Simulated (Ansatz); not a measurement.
A set of 12 reactions (substitution), with CCSD(T)/CBS values in kJ/mol:

```tsv
reaction	ΔE
`CNB(F)F` + `O[AsH][SiH3]` → `CO[AsH][SiH3]` + `NB(F)F`	17.4
`CBCOC` + `[SiH3]SCS` → `CSCS[SiH3]` + `CBCO`	-39.2
`C[O][Hf]([OH])([SeH])[O]C` + `O[SiH]` → `CO[SiH]` + `C[O][Hf]([OH])([OH])[SeH]`	2.8
`[AlH2][CH2][InH2]` + H–F → `F[CH2][InH2]` + `[AlH3]`	150.2
`CNB(C)Cl` + `NCBO` → `COBCN` + `CNBCl`	115.2
`C[SiH2]NC=S` + `[F][AlH][NH][SiH3]` → `C[N]([SiH3])[AlH][F]` + `[SiH3]NC=S`	106.0
`C[Si@H]1B[C@@H]1Br` + `O[SiH2]CS` → `CO[SiH2]CS` + `BrC1B[SiH2]1`	102.5
`CB1CN1[SiH3]` + `C[N]=[Mo](=[O])([OH])[F]` → `C[N]=[Mo](=[O])([F])[O]C` + `[SiH3]N1BC1`	95.8
`FC(F)(Cl)C(F)(Cl)Cl` + HCl → `FC(F)(Cl)C(Cl)(Cl)Cl` + H–F	0.9
`C=CC(C)(F)Cl` + CH₃OH → `COC(C)(F)Cl` + `C=C`	17.2
`O[SiH2]/C=C/[SeH]` + CH₃OH → `CO/C=C\[SeH]` + `O[SiH3]`	65.4
`B/C(C)=C/F` + `BN` → `BN/C(C)=C\F` + BH₃	86.2
```

Computed with Ansatz on PBE0-D4/def2-TZVP structures; ΔE is electronic, products minus reactants. CBS: MP2 limit from def2 TZ/QZ plus the TZ coupled-cluster correction, frozen cores. This one scheme is used for every species. Double bonds are as drawn, so ΔE can hold a change between cis and trans. Functionals use def2-TZVPP. B3LYP here is the variant with VWN-RPA as its local correlation; programs differ in this. Elements past krypton have def2 core potentials. For As, Br, Hf, In, Mo, Se outer-core shells are correlated without core-valence functions, which leaves a few kJ/mol of doubt a bond. Scalar relativity is left out up to krypton. Each species was taken in one conformer, which may not be the lowest.

(1) Give the mean, mean absolute and largest difference (level minus CCSD(T)/CBS, kJ/mol) for: r2SCAN-D4, PBE0-D4, B2PLYP, PBE, r2SCAN, PBE0, B3LYP, SCS-MP2/def2-TZVPP, CCSD/def2-TZVPP, CCSD(T)/def2-TZVPP, HF/def2-QZVPP, MP2/def2-QZVPP, HF/CBS(def2), CCSD/CBS(def2). (An estimate is asked.)

The largest T1 diagnostic in the set is 0.022, for `C[N]=[Mo](=[O])([OH])[F]` (customary mark 0.02).

CCSD(T)/CBS is a level of theory with its own doubt, and the functionals carry their triple-zeta basis error, so these figures describe this set and don't rank the functionals.

## Answers

(1) The calculation gave: 
| level | mean | mean absolute | largest |
| --- | --- | --- | --- |
| r2SCAN-D4 | 0.2 | 5.3 | 20.3 |
| PBE0-D4 | -0.2 | 3.6 | -12.5 |
| B2PLYP | -2.0 | 6.5 | -17.5 |
| PBE | -1.2 | 6.3 | -22.1 |
| r2SCAN | 0.3 | 5.6 | 21.7 |
| PBE0 | 0.1 | 5.2 | 17.4 |
| B3LYP | -3.5 | 10.5 | -31.1 |
| SCS-MP2/def2-TZVPP | -1.9 | 3.7 | -6.3 |
| CCSD/def2-TZVPP | -0.9 | 5.0 | 13.8 |
| CCSD(T)/def2-TZVPP | -0.8 | 3.9 | 9.3 |
| HF/def2-QZVPP | -6.0 | 15.4 | -37.6 |
| MP2/def2-QZVPP | 2.1 | 4.9 | 13.4 |
| HF/CBS(def2) | -6.1 | 15.5 | -37.6 |
| CCSD/CBS(def2) | -0.1 | 1.7 | 4.5 |
